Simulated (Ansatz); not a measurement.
System: B2H3, net charge -1, singlet state. SMILES: [BH-]B

Atoms: B1, B2, H3, H4, H5. Bonds: B1-B2, B1-H3, B2-H4, B2-H5.

Bond lengths (Å) and angles (degrees) optimised at HF/STO-3G with Ansatz (a program for electronic structure); HF/6-31G* with Ansatz; PBE/6-31G* with Ansatz, each started from the B3LYP-D3(BJ)/def2-TZVP structure (Ansatz) of the last column. A row stands for all coordinates that are equal there. 6-31G* holds six Cartesian d functions. No wavenumbers were computed at HF/STO-3G, PBE/6-31G*, so these may be saddle points.

| coordinate | HF/STO-3G | HF/6-31G* | PBE/6-31G* | B3LYP-D3(BJ)/def2-TZVP |
|---|---|---|---|---|
| B1-B2 | 1.427 | 1.532 | 1.532 | 1.522 |
| B1-H3 | 1.156 | 1.195 | 1.215 | 1.191 |
| B2-H4 | 1.166 | 1.222 | 1.232 | 1.214 |
| B2-B1-H3 | 180.0 | 180.0 | 180.0 | 180.0 |
| B1-B2-H4 | 123.0 | 122.3 | 122.3 | 122.0 |
| H4-B2-H5 | 114.0 | 115.5 | 115.3 | 116.1 |

Mean signed difference of all 4 bond lengths from B3LYP-D3(BJ)/def2-TZVP: HF/STO-3G -0.057 Å, HF/6-31G* 0.007 Å, PBE/6-31G* 0.018 Å.
